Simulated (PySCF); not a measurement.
PySCF input:

```python
from pyscf import gto, scf, mp, cc as ccmod

mol = gto.M(
    atom='''
    B    -0.48456276   -0.21355520    0.13127540
    Cl   -0.01628595    1.61329123    0.04373435
    Cl    0.98622766   -1.25249310   -0.30812413
    N    -1.67140770   -0.72183259    0.45316849
    H    -2.36634143   -0.01296397    0.66606988
    ''',
    basis='cc-pvdz',
    charge=-1,
    spin=0,
    verbose=4,
)

mf = scf.RHF(mol)
mf.conv_tol = 1e-10
mf.max_cycle = 100
mf.kernel()
mp2 = mp.MP2(mf, frozen=12).run()
cc = ccmod.CCSD(mf, frozen=12)
cc.max_cycle = 100
cc.kernel()
et = cc.ccsd_t()
print(f'E(CCSD(T)) = {cc.e_tot + et:.9f}')
```

Task: What final total energy does it print?

Result: -999.43087 Eh (CCSD(T)/cc-pVDZ).

It need not be the lowest isomer of its formula. Whether it binds its extra electron was not tested at this geometry.
